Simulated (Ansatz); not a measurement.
Geometry optimisation, DFT LDA, scalar-relativistic, plane waves, PAW (Ansatz 0.2.0).

input.yaml

```yaml
crystal:
  lattice:
    - [0.0, 5.43, 5.43]
    - [5.43, 0.0, 5.43]
    - [5.43, 5.43, 0.0]
  atoms:
    - { symbol: Si, position: [0.0, 0.0, 0.0] }
    - { symbol: Si, position: [0.125, 0.125, 0.125] }
    - { symbol: Si, position: [0.0, 0.0, 0.5] }
    - { symbol: Si, position: [0.125, 0.125, 0.625] }
    - { symbol: Si, position: [0.0, 0.5, 0.0] }
    - { symbol: Si, position: [0.125, 0.625, 0.125] }
    - { symbol: Si, position: [0.0, 0.5, 0.5] }
    - { symbol: Si, position: [0.125, 0.625, 0.625] }
    - { symbol: Si, position: [0.5, 0.0, 0.0] }
    - { symbol: Si, position: [0.625, 0.125, 0.125] }
    - { symbol: Si, position: [0.5, 0.0, 0.5] }
    - { symbol: Si, position: [0.625, 0.125, 0.625] }
    - { symbol: Si, position: [0.5, 0.5, 0.0] }
    - { symbol: Si, position: [0.625, 0.625, 0.125] }
    - { symbol: Si, position: [0.5, 0.5, 0.5] }
    - { symbol: Si, position: [0.625, 0.625, 0.625] }
    - { symbol: Si, position: [0.5672677, 0.8073956, 0.8095991] }
basis:
  ecutwfc: 420.0
kpoints:
  mp_grid: { grid: [2, 2, 2] }
hamiltonian:
  xc: lda
  pseudopotentials: { kind: paw, azcp: { folder: soft_1 } }
scf:
  occupations: { method: fermi_dirac, width: 0.05 }
  lower_state_search: "off"
relax:
  f_tol: 0.08
  max_steps: 25
  adjacent_minimum: "off"
```

Command:

```bash
$ ansatz run input.yaml --threads 1 --pin off --max-ram 3072MiB --backend cpu --events-out ev --progress --plain --runs-dir out
```

Task: Where does it end, and by what steps?

Result: The forces met the threshold. The threshold is loose, so the end isn't yet a minimum. The force dipped under the threshold on the way, but the program's further checks kept it going. Limits of this set-up: coarse k mesh, PAW files made for another functional. After 11 steps the energy has fallen by 0.911 eV; Si17 moved furthest, 0.47 Å. Joined: Si8–Si17 (3.50 → 2.58 Å).

| step | energy less start (eV) | largest force component (eV/Å) | accepted |
| --- | --- | --- | --- |
| 0 | 0.0000 | 2.345 | yes |
| 1 | -0.6464 | 1.041 | yes |
| 2 | -0.8540 | 0.369 | yes |
| 3 | -0.8755 | 0.085 | yes |
| 4 | -0.8775 | 0.008 | yes |
| 5 | -0.8776 | 0.006 | yes |
| 6 | -0.8776 | 0.005 | yes |
| 7 | -0.8827 | 0.122 | yes |
| 8 | -0.8997 | 0.148 | yes |
| 9 | -0.9094 | 0.122 | yes |
| 10 | -0.9108 | 0.071 | yes |
| 11 | -0.9108 | 0.071 | yes |

```xyz
17
Lattice="0.0000 5.4300 5.4300 5.4300 0.0000 5.4300 5.4300 5.4300 0.0000" Properties=species:S:1:pos:R:3
Si -0.069 0.071 0.071
Si 1.325 1.390 1.397
Si 2.773 2.660 0.089
Si 4.053 4.099 1.401
Si 2.773 0.076 2.661
Si 4.052 1.395 4.095
Si 5.385 2.659 2.660
Si 7.063 3.816 3.824
Si -0.004 2.753 2.747
Si 1.270 4.150 4.147
Si 2.668 5.416 2.741
Si 4.159 6.672 4.258
Si 2.671 2.745 5.409
Si 4.159 4.256 6.661
Si 5.655 5.190 5.184
Si 6.608 6.674 6.664
Si 8.539 7.753 7.755
```

Run time: 61 s on 1 thread of Intel(R) Xeon(R) Platinum 8259CL CPU @ 2.50GHz (Skylake/Cascade Lake), with other jobs on the host, peak memory 0.5 GiB.
